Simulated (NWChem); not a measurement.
CsF; SMILES [F][Cs]

Results from NWChem. Medium grid unless said otherwise, to which SCAN and Minnesota functionals are sensitive. All runs use the structure optimised with PBE0-D3(BJ)/def2-TZVP. def2 effective core potentials on Cs; no spin-orbit coupling. B3LYP is NWChem's, with the RPA form of VWN correlation. Total energies of different functionals are on different scales.

| level | energy (Ha) | highest occupied level (eV) | orbital gap (eV) | dipole (D) |
|---|---|---|---|---|
| B3LYP/def2-SVP | -119.9624 | -5.58 | 4.43 | 7.50 |
| PBE/def2-SVP | -119.8697 | -4.25 | 2.86 | 7.10 |
| KT2/def2-SVP | -121.1874 | -4.33 | 3.07 | 7.15 |
| BP86/def2-SVP | -120.0026 | -4.31 | 3.10 | 7.10 |
| revPBE/def2-SVP | -119.9548 | -4.18 | 2.75 | 7.15 |
| MN15-L/def2-SVP | -119.7943 | -4.62 | 3.35 | 7.64 |
| M05-2X/def2-SVP | -119.8983 | -7.59 | 7.39 | 7.87 |
| TPSS/def2-SVP | -119.9695 | -4.26 | 3.00 | 7.26 |
| LDA (Slater exchange, VWN5)/def2-SVP | -119.2548 | -4.47 | 3.10 | 7.01 |
| HCTH/407/def2-SVP | -120.0452 | -4.45 | 2.80 | 7.27 |
